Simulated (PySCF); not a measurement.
# How methods differ on the interval between two levels of B

B [He] 2s2 2p1 [2P3/2, M_J = 3/2] → B [He] 2s1 2p2 [4P5/2, M_J = 5/2], as a difference of total energies. Calculation: PySCF 2.14, in x2c-TZVPall-2c; the two-component X2C-1e Hamiltonian. Correlated levels: 1s2 frozen. "Screened" scales the spin-orbit matrix elements by Boettger's factors to mimic the two-electron term; Breit and QED terms are absent.

```csv
method,interval between two levels (cm⁻¹),error (cm⁻¹)
GHF (spin-free),17404,-11462
GMP2 (spin-free),24885,-3981
GHF (screened spin-orbit),17404,-11462
GMP2 (screened spin-orbit),24885,-3981
```

Reference: 28866 cm⁻¹ (measured; NIST Handbook of Basic Atomic Spectroscopic Data (Sansonetti and Martin, J. Phys. Chem. Ref. Data 34, 1559 (2005))).

Errors of the correlated levels include the incompleteness of this basis and the frozen core.

The labels give the starting determinants; with spin-orbit coupling the two ends relaxed to ⟨J²⟩ = 3.76, ⟨L²⟩ = 2.01, ⟨S²⟩ = 0.75 and ⟨J²⟩ = 8.75, ⟨L²⟩ = 2.00, ⟨S²⟩ = 3.75.
